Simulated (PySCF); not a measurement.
# What went wrong, or what changed?

The sound run of [Ce(NH3)6]3+ (singlet in the valence; each metal's 4f electrons, 1 of them, lie in its core potential, out of spins and levels) uses PySCF 2.14.0, RKS PBE0, Ce lcecp-1-SVP with ECP47, N def2-SVP, H def2-SVP; non-relativistic Hamiltonian with scalar-relativistic core potentials where named; density fitting; no spin-orbit coupling, grid (50, 194), threshold 1e-8 and 55 cycles at the relaxed geometry. This run, with dm0 from free metal ions and neutral atoms, differs:

```python
mol = gto.M(atom='''
Ce     0.00000     0.00000     0.00000
N      0.00565     0.00821     2.67909
H      0.81122     0.47406     3.11824
H     -0.79755     0.47370     3.12287
H      0.00724    -0.91928     3.12464
N     -0.00565    -0.00821    -2.67909
H      0.79755    -0.47370    -3.12287
H     -0.81122    -0.47406    -3.11824
H     -0.00724     0.91928    -3.12464
N      2.67858    -0.00118     0.00208
H      3.12028    -0.46447     0.80780
H      3.12419    -0.46452    -0.80130
H      3.11905     0.92879     0.00213
N      0.00114     2.67856     0.00717
H      0.44958     3.11798     0.82247
H      0.47916     3.12636    -0.78641
H     -0.92875     3.11900    -0.00730
N     -2.67858     0.00118    -0.00208
H     -3.12419     0.46452     0.80130
H     -3.12028     0.46447    -0.80780
H     -3.11905    -0.92879    -0.00213
N     -0.00114    -2.67856    -0.00717
H     -0.47916    -3.12636     0.78641
H     -0.44958    -3.11798    -0.82247
H      0.92875    -3.11900     0.00730''',
    basis={'Ce': 'lcecp-1-SVP', 'N': 'def2-SVP', 'H': 'def2-SVP'},
    ecp={'Ce': 'lcecp-1-SVP'},
    charge=3, spin=3)
mf = dft.UKS(mol, xc='PBE0')
mf.grids.atom_grid = (50, 194)  # f atoms: unpruned, at least (60, 302)
mf = mf.density_fit()  # fitting sets: Ce AutoAux, N def2-universal-JKFIT, H def2-universal-JKFIT
mf.conv_tol = 1e-08; mf.max_cycle = 62
mf.kernel(dm0)
```

What was changed, and how did it end?

The spin was changed. The program refused it. The cycle limit differs too. These settings are unsound on purpose: the numbers aren't the compound's.
```
RuntimeError: Electron number 68 and spin 3 are not consistent
Note mol.spin = 2S = Nalpha - Nbeta, not 2S+1
```

Run from Python with OMP_NUM_THREADS=4; the lines above give its settings.

No frequency check is given that shows the relaxed geometry to be a minimum. An lcecp potential fixes the number of 4f electrons, so in runs with it no electron can move into or out of that shell.
